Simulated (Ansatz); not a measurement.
Molecule: Ag2 (charge 0, singlet). 
Structure (B3LYP-D3(BJ)/def2-TZVP (Ansatz, an electronic-structure program) minimum search):
```xyz
2

Ag     0.0000     0.0000    -1.2983
Ag     0.0000     0.0000     1.2983
```

CCSD(T) with Ansatz in growing basis sets, 22 correlated electrons. Cores are frozen in the correlated levels unless marked. Open shells are spin-unrestricted. Spin-orbit coupling is left out. The frozen core is the preceding noble-gas configuration, with the filled d and f shells of earlier blocks. Past Kr the def2 sets carry scalar-relativistic core potentials. Costs are ratios of core time to the smallest set, on shared machines of one kind, and rough; they hold the program's checks for lower states.

| basis | functions | cost over smallest | E(corr) (Eh) | electronic atomisation energy (kcal/mol) |
|---|---|---|---|---|
| def2-TZVPP | 112 | 1× | -0.7793 | 34.3 |
| def2-QZVPP | 176 | 4× | -0.8506 | 36.2 |

Formally CCSD grows as o²v⁴ and (T) as o³v⁴; with o = 11 and v going from 93 to 157 both grow 8-fold in the last step, while integrals and the mean field grow more slowly. That step adds 71.4 mEh of correlation energy and 1.9 kcal/mol to the atomisation energy.
